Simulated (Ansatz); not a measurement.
CH7NOSi2 (`OC1[SiH2]N[SiH2]1`), 12 atoms. The species carries charge 0 and has multiplicity 1. All runs use 4 threads of an Arm Neoverse V2 on a shared host. Correlated methods freeze the cores.

How many basis functions does each run have, and how long does it take in Ansatz? RKS ωB97M-V/def2-TZVPP energy and forces; RKS PBE0-D4/def2-TZVP frequencies; RHF-CCSD(T)/def2-SVP energy; RKS r2SCANh-D4/def2-TZVPP energy; RKS PBE0-D4/def2-SVP energy; RKS PBE0-D4/def2-QZVPP energy; RHF-CCSD(T)/def2-TZVPP energy; RKS PBE0-D4/def2-TZVP relaxation (10 steps); RKS ωB97M-V/def2-QZVPP energy; RKS PBE-QIDH (frozen core)/def2-TZVPP energy; RKS ωB97M-V/def2-SVP energy; direct RPA on PBE orbitals/def2-TZVPP energy. (An estimate is asked.)

The calculation gave: Other jobs shared the machine, so times are rough.

```
                                level                    job  functions  wall time  peak host memory (GiB)
                 RKS PBE0-D4/def2-SVP                 energy        113      1.2 s                    0.26
                 RKS ωB97M-V/def2-SVP                 energy        113      4.7 s                    0.37
                 RHF-CCSD(T)/def2-SVP                 energy        113        6 s                    0.55
direct RPA on PBE orbitals/def2-TZVPP                 energy        275        7 s                    0.73
RKS PBE-QIDH (frozen core)/def2-TZVPP                 energy        275        7 s                    0.79
            RKS r2SCANh-D4/def2-TZVPP                 energy        275        7 s                    0.78
               RKS PBE0-D4/def2-QZVPP                 energy        521       12 s                     2.2
               RKS ωB97M-V/def2-TZVPP      energy and forces        275       15 s                     1.1
               RKS ωB97M-V/def2-QZVPP                 energy        521       27 s                     2.6
                RKS PBE0-D4/def2-TZVP  relaxation (10 steps)        209       41 s                    0.58
                RKS PBE0-D4/def2-TZVP            frequencies        209    3.2 min                    0.59
               RHF-CCSD(T)/def2-TZVPP                 energy        275    3.5 min                     7.3
```
